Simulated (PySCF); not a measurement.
## Broadened absorption spectrum of C5H9FSe

Compound: C5H9FSe.
InChI=1S/C5H9FSe/c1-4-3-7-5(4,2)6/h4H,3H2,1-2H3/t4-,5+/m1/s1

Level of theory: TDDFT CAM-B3LYP/def2-SVPD, vertical, gas phase, core orbitals frozen in the response (PySCF). One conformer (not necessarily the lowest) at the PBE0-D3(BJ)/def2-SVP geometry, without solvent, vibrations or thermal averaging. Relativistic effects, spin–orbit coupling among them, are left out although an element past zinc is present.

Broadening: Gaussians 0.3 eV wide at half height, area fixed by f = 4.319×10⁻⁹ ∫ε dν̃. The cross-section is σ = 3.8235×10⁻²¹ ε cm², given in Mb (10⁻¹⁸ cm²). The width is an assumption, not a result. The curve ends short of the highest state used, and states not computed would add to its high-energy end.

E (eV), σ (Mb) and a bar:
```
     3.58       0.00 
     3.65       0.00 
     3.71       0.00 
     3.78       0.02 
     3.85       0.04 
     3.91       0.07 
     3.98       0.10 
     4.04       0.11 
     4.11       0.09 
     4.17       0.06 
     4.24       0.03 
     4.31       0.01 
     4.37       0.00 
     4.44       0.00 
     4.50       0.00 
     4.57       0.00 
     4.64       0.00 
     4.70       0.00 
     4.77       0.00 
     4.83       0.00 
     4.90       0.00 
     4.97       0.00 
     5.03       0.00 
     5.10       0.00 
     5.16       0.00 
     5.23       0.00 
     5.29       0.01 
     5.36       0.04 
     5.43       0.21 
     5.49       0.68 #
     5.56       2.03 ##
     5.62       4.08 ####
     5.69       6.95 #######
     5.76       8.81 #########
     5.82       8.68 #########
     5.89       7.35 #######
     5.95       7.27 #######
     6.02      10.83 ###########
     6.09      18.40 ###################
     6.15      25.43 ##########################
     6.22      29.53 ##############################
     6.28      27.30 ############################
     6.35      19.51 ####################
     6.41      11.87 ############
```

(1) Where are the band maxima, and which computed states make them?

(2) Coming from long wavelengths, where does ε first pass 100 L mol⁻¹ cm⁻¹?

(3) On this curve, what absorbance would a 10⁻⁴ mol/L sample give at 222 nm over a 1 cm path?

## Answers

(1) 308 nm (4.03 eV), ε about 29, made up of S1 (100%); 214 nm (5.79 eV), ε about 2300, made up of S2 (98%); 199 nm (6.23 eV), ε about 7700, made up of S3 (53%) and S4 (47%) (ε in L mol⁻¹ cm⁻¹; maxima over ε = 5, shares over 10%). The states used: S1 4.03 eV (f 0.0003); S2 5.78 eV (f 0.026); S3 6.18 eV (f 0.048); S4 6.27 eV (f 0.044); S5 6.85 eV (f 0.045); S6 7.01 eV (f 0.015).

(2) At about 227 nm (5.46 eV), 1.43 eV above S1.

(3) 222 nm is 5.585 eV, where ε is about 730 L mol⁻¹ cm⁻¹, so A = ε c l ≈ 0.073 (Beer–Lambert, with the gas-phase spectrum and the assumed width).

Cost: about 2.6 min of CPU time on one thread; the machine was shared, so the figure is rough.
